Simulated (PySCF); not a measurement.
**Os⁺ (osmium, charge +1) across methods**

[Xe] 4f14 5d5 6s2, high-spin 6S determinant (an excited configuration). Calculation: PySCF 2.14, in aug-cc-pVQZ-PP with ECP60MDF (7s7p6d4f3g2h, 135 functions); scalar relativity through the core potential.

| method | E (hartree) | mean ε 5d α (eV) | mean ε 6s α (eV) | mean ε 6s β (eV) | Σ⟨r²⟩ (bohr²) | ⟨S²⟩ |
| --- | --- | --- | --- | --- | --- | --- |
| PBE | -90.4706 | -17.569 | -14.802 | -12.866 | 45.47 | 8.757 |
| r2SCAN | -90.4867 | -18.237 | -15.116 | -12.936 | 45.49 | 8.769 |
| LDA | -90.2663 | -17.596 | -15.063 | -13.294 | 45.50 | 8.756 |
| M06-L | -90.5015 | -17.896 | -14.587 | -12.697 | 45.18 | 8.762 |
| BHandHLYP | -90.3363 | -20.763 | -16.151 | -14.461 | 45.59 | 8.757 |
| PBE0 | -90.4371 | -19.322 | -15.624 | -13.576 | 45.44 | 8.758 |
| UHF | -89.79806 | -23.969 | -17.399 | -14.602 | 46.32 | 8.770 |
| MN15 | -90.3043 | -19.594 | -16.635 | -14.575 | 45.45 | 8.756 |

Energies and moments cover only the electrons outside the core potential. Spin-orbit coupling, which splits the p, d and f shells strongly at this Z, is absent.
